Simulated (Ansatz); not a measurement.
Born–Oppenheimer molecular dynamics of a periodic cell of 20 atoms, H2CO2 (contents 4 H2 + 4 CO2, density as packed 0.80 g/cm³ with natural masses). It goes on from the last frame of an earlier run, with new velocities.

Level of theory: Ansatz 0.2.0, DFT r2SCAN-D3(BJ), scalar-relativistic, plane waves, PAW. Settings: accuracy low, cutoff 200 eV, k mesh 1x1x1, fermi-dirac smearing 0.05 eV, no spin polarisation.

```
ensemble                      : NVE (velocity Verlet)
time step                     : 0.75 fs
steps asked                   : 100
starting velocities drawn for : 1500 K
masses                        : H 2.014 u
seed                          : 991520
```

First frame:

```xyz
20
Lattice="7.2685 0.0000 0.0000 0.0000 7.2685 0.0000 0.0000 0.0000 7.2685" Properties=species:S:1:pos:R:3
H 0.451 3.074 4.282
H 0.967 3.536 4.201
H 5.130 2.979 7.032
H 5.247 2.511 6.553
H 6.027 1.558 2.890
H 5.398 1.879 2.531
H 6.377 5.838 6.386
H 6.539 5.133 6.671
C 4.294 6.364 4.518
O 4.150 6.810 5.553
O 4.409 5.951 3.443
C 0.844 6.187 3.423
O -0.247 6.269 2.944
O 1.694 6.134 4.197
C 0.321 1.604 6.689
O -0.018 0.909 5.801
O 0.743 1.961 7.737
C 2.396 5.431 7.108
O 2.776 4.442 6.613
O 1.904 6.390 7.613
```

(1) What does the run give?

(2) What happens to the structure?

(3) How do temperature and energy run in time?

## Answers

(1) The run went to its last step.

* steps done: 100
* time covered: 75 fs
* mean temperature over the second half: 1260 K
* spread of the potential energy over the second half: 17.1 meV per atom
* mean potential energy of the second half above the start: 29.3 meV per atom

The conserved energy stayed within 0.8 meV per atom of its start (net change -0.24 meV per atom), so the integration is sound. A run of 0.075 ps of so small a system gives no equilibrium averages. The plane-wave cutoff is below what these datasets need, so energies and pressures aren't converged. Limits of this set-up: coarse k mesh, low accuracy level.

(2) Mean squared displacements from the first frame to the last, about the centre of mass: H 2.82 Å², C 0.44 Å², O 0.58 Å². The details hang on the random start.

(3) 
| time (fs) | T (K) | potential energy less start (eV) | conserved less start (meV/atom) |
| --- | --- | --- | --- |
| 0.0 | 1500 | 0.000 | 0.00 |
| 2.2 | 1625 | -0.317 | -0.44 |
| 4.5 | 1590 | -0.222 | 0.00 |
| 6.8 | 1706 | -0.512 | -0.29 |
| 9.0 | 1739 | -0.594 | -0.41 |
| 11.2 | 1687 | -0.465 | -0.27 |
| 13.5 | 1614 | -0.289 | -0.43 |
| 15.8 | 1376 | 0.304 | 0.02 |
| 18.0 | 1328 | 0.416 | -0.32 |
| 20.2 | 1260 | 0.589 | 0.01 |
| 22.5 | 1358 | 0.339 | -0.53 |
| 24.8 | 1311 | 0.462 | -0.12 |
| 27.0 | 1297 | 0.498 | -0.06 |
| 29.2 | 1392 | 0.255 | -0.55 |
| 31.5 | 1349 | 0.376 | 0.22 |
| 33.8 | 1531 | -0.093 | -0.80 |
| 36.0 | 1337 | 0.397 | -0.11 |
| 38.2 | 1151 | 0.854 | -0.14 |
| 40.5 | 1052 | 1.094 | -0.29 |
| 42.8 | 1042 | 1.124 | -0.05 |
| 45.0 | 1160 | 0.826 | -0.41 |
| 47.2 | 1138 | 0.888 | -0.06 |
| 49.5 | 1198 | 0.732 | -0.46 |
| 51.8 | 1128 | 0.915 | 0.07 |
| 54.0 | 1357 | 0.340 | -0.50 |
| 56.2 | 1484 | 0.032 | -0.40 |
| 58.5 | 1396 | 0.253 | -0.16 |
| 60.8 | 1331 | 0.406 | -0.44 |
| 63.0 | 1146 | 0.872 | 0.16 |
| 65.2 | 1245 | 0.619 | -0.36 |
| 67.5 | 1356 | 0.349 | -0.17 |
| 69.8 | 1444 | 0.129 | -0.38 |
| 72.0 | 1399 | 0.240 | -0.35 |
| 74.2 | 1366 | 0.330 | 0.09 |

Time of the run: 7.9 min on 1 thread of Arm Neoverse V2, on a shared host, peak memory 0.36 GiB.
